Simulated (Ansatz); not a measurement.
Reaction (redistribution): `O[SiH2]SS` + `[OH][Mo]([Cl])([Cl])([Cl])([Cl])[Cl]` → `SS[SiH2]Cl` + `[OH][Mo]([OH])([Cl])([Cl])([Cl])[Cl]`

Calculated with Ansatz (gas phase, PBE0-D4/def2-TZVP geometries, no zero-point term in ΔE). CCSD(T)/CBS adds triple-zeta CCSD(T) − MP2 to the extrapolated MP2 energy (def2 sets, frozen cores). Functionals use def2-TZVPP. Elements past krypton have def2 core potentials. For Mo outer-core shells are correlated without core-valence functions, which leaves a few kJ/mol of doubt a bond. One conformer a species, not always the lowest.

| species | BLYP-D4 energy (Eh) |
| --- | --- |
| `O[SiH2]SS` | -1163.64575 |
| `[OH][Mo]([Cl])([Cl])([Cl])([Cl])[Cl]` | -2445.35242 |
| `SS[SiH2]Cl` | -1548.01099 |
| `[OH][Mo]([OH])([Cl])([Cl])([Cl])[Cl]` | -2060.98614 |

Question: Work out ΔE.

Answer: ΔE = (-1548.01099) + (-2060.98614) − (-1163.64575) − (-2445.35242) = 0.00104 Eh = +2.7 kJ/mol. CCSD(T)/CBS gives -5.0 kJ/mol.

Largest T1 diagnostic among the species: 0.028, so the coupled-cluster value is less sure than usual.

At CCSD(T), def2-SVP lies −11.4 kJ/mol from the extrapolated value and def2-TZVPP −0.2 kJ/mol. From BLYP to BHLYP (50 % exact exchange), in def2-TZVPP and without D4, ΔE moves by −6.0 kJ/mol. Leaving LDA and LC-ωPBE aside and taking each functional with its dispersion term where it has one, the values, not all of them listed here, spread over 23.3 kJ/mol, from ωB97X-V to B2PLYP.
